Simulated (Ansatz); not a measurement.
Total energies of C$_{2}$H$_{11}$N$_{3}$Si, SMILES `CC[Si](N)(N)N`.

| atom | x (Å) | y (Å) | z (Å) |
| --- | --- | --- | --- |
| C1 | 0.502 | -1.838 | -1.023 |
| C2 | 0.905 | -0.378 | -0.841 |
| Si3 | -0.200 | 0.581 | 0.332 |
| N4 | -0.056 | -0.208 | 1.857 |
| N5 | 0.246 | 2.231 | 0.128 |
| N6 | -1.893 | 0.581 | 0.059 |
| H7 | -0.515 | -1.917 | -1.417 |
| H8 | 1.164 | -2.362 | -1.718 |
| H9 | 0.520 | -2.378 | -0.073 |
| H10 | 0.897 | 0.140 | -1.807 |
| H11 | 1.941 | -0.316 | -0.481 |
| H12 | 0.840 | -0.540 | 2.175 |
| H13 | -0.625 | 0.090 | 2.633 |
| H14 | 1.204 | 2.473 | -0.070 |
| H15 | -0.199 | 2.949 | 0.677 |
| H16 | -2.285 | 1.130 | -0.688 |
| H17 | -2.443 | -0.238 | 0.257 |

Charge 0, multiplicity 1. The geometry is a stationary point of PBE0-D4/def2-TZVP. It is one conformer, not always the lowest. Basis def2-TZVPP, Ansatz.

RPA on PBE orbitals: Hartree–Fock energy of these orbitals -534.59692 Eh, correlation -1.83816 Eh (frozen core).

```tsv
functional	energy without D4 (Eh)	D4 term (kJ/mol)
LDA (SPW92)	-533.52908	–
PBE	-536.34343	-38.0
revPBE	-536.66717	-115.5
BLYP	-536.69785	-82.5
r2SCAN	-536.64960	-10.1
B97M-V	-536.71993	–
PBE0	-536.40328	-32.3
B3LYP	-536.84703	-60.4
r2SCANh	-536.63762	-10.6
r2SCAN0	-536.62082	-11.6
HSE06 (plane-wave form)	-536.38280	-30.1
BHLYP	-536.67001	-44.4
CAM-B3LYP	-536.70687	-32.7
LC-ωPBE	-536.58605	–
ωB97X-V	-536.69910	–
ωB97M-V	-536.68485	–
B2PLYP	-536.48963	–
PBE-QIDH	-536.29293	–
```

B3LYP takes the VWN-RPA correlation (the form of Gaussian; ORCA's B3LYP/G). HSE06 is the plane-wave form, built on full-range PBE exchange. The double hybrids freeze the cores in their second-order part.

LC-ωPBE has ω = 0.4 bohr⁻¹.
